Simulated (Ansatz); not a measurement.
[NbO2(OH)2]- (NbO4H2⁻). Charge -1, multiplicity 1. Geometry r2SCAN-D4/def2-SVPD, basis def2-TZVPD, Ansatz.

| run | HOMO (eV) | LUMO (eV) |
| --- | --- | --- |
| A | -4.07 | 3.62 |
| B | -1.10 | 2.64 |
| C | -2.60 | 3.18 |
| D | -2.19 | 2.89 |
| E | -2.38 | 2.93 |
| F | -4.08 | 3.51 |

In the def2 sets Nb takes a core potential; there is no spin–orbit coupling. B3LYP takes the VWN-RPA correlation. HSE06 is defined as in plane-wave codes, on full-range PBE exchange.

Question: The runs used B3LYP, BHLYP, CAM-B3LYP, HSE06, PBE, PBE0. Estimate which is which.

Answer: A CAM-B3LYP (range-separated); B PBE (0 % exact exchange); C PBE0 (25 % exact exchange); D HSE06 (range-separated); E B3LYP (20 % exact exchange); F BHLYP (50 % exact exchange). Exact exchange lowers occupied and raises empty levels; among semilocal functionals meta-GGAs tend to open the gap a little, and such runs are hard to tell apart. The gap grows from 3.73 eV (PBE) to 7.70 eV (CAM-B3LYP).
